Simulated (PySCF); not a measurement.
**Deuteron quadrupole couplings in `C=CP(C)(C)(C=C)CC`**

Compound: C₈H₁₇P.
Geometry (GFN2-xTB, Å), atoms numbered from 1 in this order:
```xyz
26
C8H17P angstrom
C     -1.464    1.348   -1.769
C     -1.232    1.202   -0.476
P      0.180    0.258    0.212
C      0.839    1.995    0.887
C      0.103   -0.378    1.942
C      1.753    0.124   -0.714
C      2.690   -0.774   -0.465
C     -0.455   -1.422   -0.563
C     -1.881   -1.809   -0.190
H     -2.242    1.998   -2.143
H     -0.894    0.814   -2.511
H     -1.796    1.765    0.258
H      0.183    2.413    1.652
H      0.910    2.728    0.082
H      1.834    1.893    1.324
H      0.999   -0.061    2.471
H     -0.762    0.081    2.420
H      0.005   -1.459    1.978
H      1.912    0.912   -1.441
H      3.636   -0.775   -0.985
H      2.555   -1.548    0.272
H      0.229   -2.229   -0.282
H     -0.388   -1.333   -1.652
H     -1.983   -1.959    0.884
H     -2.173   -2.733   -0.688
H     -2.578   -1.029   -0.488
```

Level: PBE0/pcSseg-1 (PySCF, non-relativistic); Q(2H) = 0.00286 b; rigid geometry, the same for H and D, with no vibrational averaging.

Task: Rank these positions by the coupling χzz of a deuteron there, largest first.
A. H11 (vinylic hydrogen)
B. H25 (methyl hydrogen)
C. H19 (vinylic hydrogen)
D. H22 (methylene hydrogen)

Result: A (225 kHz), C (217 kHz), B (212 kHz), D (208 kHz).

Task: Tabulate Vzz, the asymmetry η and χzz = 234.96 MHz × Q × Vzz for every hydrogen position.

Result: 
```
atom  bonded to  bond length (Å)  Vzz (au)     η  χzz (kHz)
 H10         C1            1.080    0.3318  0.04        223
 H11         C1            1.078    0.3341  0.06        225
 H12         C2            1.084    0.3233  0.05        217
 H13         C4            1.090    0.3212  0.01        216
 H14         C4            1.091    0.3179  0.02        214
 H15         C4            1.091    0.3180  0.02        214
 H16         C5            1.088    0.3149  0.02        212
 H17         C5            1.090    0.3149  0.01        212
 H18         C5            1.086    0.3179  0.01        214
 H19         C6            1.084    0.3234  0.05        217
 H20         C7            1.079    0.3327  0.05        224
 H21         C7            1.077    0.3356  0.06        225
 H22         C8            1.095    0.3091  0.03        208
 H23         C8            1.095    0.3073  0.02        207
 H24         C9            1.088    0.3170  0.02        213
 H25         C9            1.090    0.3152  0.01        212
 H26         C9            1.089    0.3118  0.01        210
```

Task: How does χzz go with the bond length over the 17 C–H bonds?

Result: A straight-line fit has a slope of -9.9 kHz for each 0.01 Å, with a correlation coefficient of -0.94, over lengths from 1.077 to 1.095 Å. The longer bonds have the smaller couplings here.

Task: A static deuteron (I = 1) shows a doublet split by (3/2)χ, (3/4)χ(1 + η) and (3/4)χ(1 − η) with the field along z, y and x of the gradient. What are these for H14?

Result: With |χ| = 213.6 kHz and η = 0.017: 320, 163 and 158 kHz, to first order and without motion.

Geometry: GFN2-xTB; no solvent, vibrations or thermal averaging. GFN2-xTB bond lengths can be off by several hundredths of an ångström, more for odd bonds, and the gradients follow them. A larger basis could move these couplings by a tenth or more.
